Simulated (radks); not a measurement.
Problem. Neutral antimony is in [Kr] 4d10 5s2 5p3. Calculated with a radial shooting solver on a logarithmic mesh with Libxc functionals: scalar-relativistic Kohn-Sham, BLYP, spin-polarised, spherical densities, finite nucleus; Fermi nuclear charge, rms radius of each element as measured or else 0.836 A^(1/3) + 0.57 fm. Open shells are filled with parallel spins first. One electron is removed from 5p, 5s, 4d, 4p in turn, with full relaxation. Which removal costs least, and what does each cost?

Solution. 5p 8.676 eV; 5s 15.680 eV; 4d 39.857 eV; 4p 109.01 eV. The 5p electron leaves first.
